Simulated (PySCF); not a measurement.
## Calculated data, AlClGeH3O

Computed with PySCF 2.14.0. Calculation on a computer-drawn molecule: the log of a Hartree-Fock and frozen-core CCSD(T) single point meant for a local Hartree-Fock minimum, with one planted fault or none, to be diagnosed. Offsets are logged minus clean, where the clean run is the same molecule without the fault. The reference is restricted for singlets and unrestricted otherwise, and also for a bond in bohr or an excited solution. Adding or removing an electron swaps singlet and doublet. The excited solution moves the top pair (singlet) or top alpha electron (doublet) to the lowest empty orbital. Highest occupied and lowest empty are orbital energies over both spins, largest force is the largest gradient component, triples share is (T) over the correlation energy, the T1 limit is 0.02 restricted and 0.045 unrestricted, electrons count all cores, a negative frequency is imaginary (commonest isotopes), and the dipole is about the centre of nuclear charge; on germanium a core potential holds 10 electrons, which the energies leave out, and 3d is frozen in MP2 and coupled-cluster steps.

```xyz
7
formula=AlClGeH3O meant_charge=0 meant_multiplicity=2 meant_basis=cc-pV(D+d)Z meant_basis_and_core_potential_on_germanium=cc-pVDZ-PP_ECP10MDF logged_electrons=73 logged_basis_functions=98 logged_SCF_converged=yes logged_spin_squared=0.762 logged_highest_occupied=-8.3525 logged_lowest_empty=0.58573 logged_largest_force=0.058653 logged_T1_diagnostic=0.011881 logged_D1_diagnostic=0.036901 logged_triples_share=0.021105 logged_CC_converged=yes logged_dipole_magnitude=0.95036 logged_SCF_stable_within_its_kind=yes logged_energy_HF=-1071.50425 logged_energy_CCSD(T)=-1072.01131 possible_faults=no_fault,one_electron_removed,one_electron_added,multiplicity_raised_by_two,geometry_at_a_saddle_point,SCF_held_on_an_excited_solution,minimal_basis_STO-3G,one_bond_length_entered_in_bohr,all_coordinates_scaled
O      2.0931    -0.3245     0.8512
Al     0.5815    -0.2063     0.4582
Cl    -0.7034    -1.5373     1.1503
Ge    -0.0792     1.3796    -1.0206
H      2.5020    -0.9159     1.3599
H      0.7290     2.5454    -1.1914
H     -1.4633     1.7304    -1.0787
```

Units: logged_highest_occupied, logged_lowest_empty in eV; logged_largest_force in hartree/bohr; logged_dipole_magnitude in debye; logged_energy_HF, logged_energy_CCSD(T) in hartree.

Drawn bonds:
| atom | other atom | order |
| --- | --- | --- |
| 1 | 2 | 1 |
| 2 | 3 | 1 |
| 2 | 4 | 1 |
| 1 | 5 | 1 |
| 4 | 6 | 1 |
| 4 | 7 | 1 |

## Withheld values
1. Which fault was planted in the run of AlClGeH3O?

Answers
1. all coordinates scaled, by -6.6 %

Further results for AlClGeH3O:

* HF energy offset from clean run: 22.21 kcal/mol
* CCSD(T) energy offset from clean run: 26.12 kcal/mol
